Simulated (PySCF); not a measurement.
# Computed properties of 2-chlorobuta-1,3-diene (C₄H₅Cl), SMILES C=CC(=C)Cl

C4H5Cl, SMILES C=CC(=C)Cl. Geometry: B3LYP-D3(BJ)/def2-SVP. The values are those of a single conformer. All values are computed for the isolated molecule unless a solvent is named; none is compared with measurement here.

**Structure.** The optimised structure has Cs symmetry. All 24 harmonic modes at B3LYP-D3(BJ)/def2-SVP (PySCF) are real, so it is a minimum. With heavy atoms numbered as in [CH2:1]=[CH:2][C:3](=[CH2:4])[Cl:5], the shortest bond between them is C1–C2 at 1.340 Å and the longest C3–Cl5 at 1.758 Å.

**Vibrations.** The strongest infrared lines (harmonic, unscaled, degenerate partners summed) lie at 1234 cm⁻¹ (45 km/mol, C 70 %, H 30 %), 895 cm⁻¹ (41 km/mol, H 70 %, C 30 %), 1656 cm⁻¹ (36 km/mol, C 86 %, H 14 %). The softest mode is at 158 cm⁻¹ and the zero-point energy is 47.6 kcal/mol.

**Electronic structure.** ωB97X/def2-TZVP (PySCF) places the frontier levels at -9.26 and 0.81 eV, a gap of 10.07 eV, and gives a dipole moment of 1.53 D and a mean polarisability of 63.1 bohr³. PBE/def2-TZVP (PySCF) at the same geometry gives -6.03 and -2.21 eV, so its gap is 6.25 eV narrower. An orbital gap is neither the optical nor the fundamental gap.

**Excitations.** TDDFT-ωB97X/def2-SVPD (PySCF) has S1 at 5.84 eV (212 nm, f = 0.578, bright); the most intense of the 10 singlets computed lies at 5.84 eV (f = 0.58). T1 (TDA) is at 3.22 eV. TDDFT-PBE/def2-SVPD (PySCF) puts S1 at 5.05 eV. No vertical singlet excitation falls in the visible range (under 3.1 eV).

**NMR.** GIAO shifts at KT2/pcSseg-1 (PySCF) (non-relativistic, atoms alike by connectivity averaged): ¹³C from 115.3 to 147.2 ppm against TMS; ¹H from 5.6 to 6.5 ppm against TMS. Without spin–orbit terms, shifts of atoms bonded to Cl or Br come out too high.
